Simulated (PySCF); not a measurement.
Al(H)2(OMe), SMILES C[O][AlH2] (CH5AlO), singlet (PBE0/def2-SVP optimised geometry):

```
8

Al    -1.314     0.266     0.000
H     -2.002     1.688     0.000
H     -2.091    -1.120     0.000
O      0.384     0.266     0.000
C      1.443    -0.631     0.006
H      1.116    -1.688    -0.006
H      2.091    -0.474    -0.874
H      2.071    -0.487     0.903
```

Calculation: PBE0/def2-TZVP (PySCF).

What are the frontier orbital energies and the dipole moment?

HOMO-2 -8.79 eV, HOMO-1 -8.17 eV, HOMO -7.97 eV, LUMO -0.99 eV, LUMO+1 0.50 eV; dipole moment 0.83 D.

On the same geometry PBE/def2-TZVP (PySCF) gives HOMO-2 -7.41 eV, HOMO-1 -6.71 eV, HOMO -6.52 eV, LUMO -1.75 eV, LUMO+1 -0.33 eV; dipole moment 0.83 D.

Meta-Löwdin charges at PBE0/def2-TZVP: Al1 0.72, H2 -0.14, H3 -0.16, O4 -0.62, C5 -0.10, H6 0.09, H7 0.11, H8 0.11.
